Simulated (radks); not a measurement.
The numbers below are computed, except where a source is named.
Spherical quantum dot in the effective-mass picture: electrons in a parabolic well V = omega^2 r^2 / 2 with omega = 4.74, all in effective atomic units (hartree* = m*/eps^2 hartree, bohr* = eps/m* bohr), one dielectric constant everywhere. Level of theory: non-relativistic Kohn-Sham, PBEsol, spin-polarised, spherical densities (a radial shooting solver with Libxc functionals). Levels are named by radial order and angular momentum (1s, 1p, 1d, 2s, ...), and open shells are averaged over m. Results are scaled to m* = 0.113 and eps = 10.5, for which hartree* = 27.89 meV and bohr* = 4.917 nm.

N = 20, configuration 1s2 1p6 1d10 2s2. This is the lowest configuration that the search found. Occupied and some empty levels:

| level | occupation | eigenvalue (meV) | <r> (nm) |
|---|---|---|---|
| 1s | 2 | 809.94 | 3.185 |
| 1p | 6 | 895.30 | 4.087 |
| 1d | 10 | 987.29 | 4.756 |
| 2s | 2 | 998.73 | 4.282 |
| 1f | 0 | 1085.0 | 5.302 |
| 2p | 0 | 1101.8 | 4.865 |
| 1g | 0 | 1187.5 | 5.776 |

Energy (meV): total 13404.4, kinetic 2902.6, external 5444.1, Hartree 5638.2, exchange-correlation -580.51.
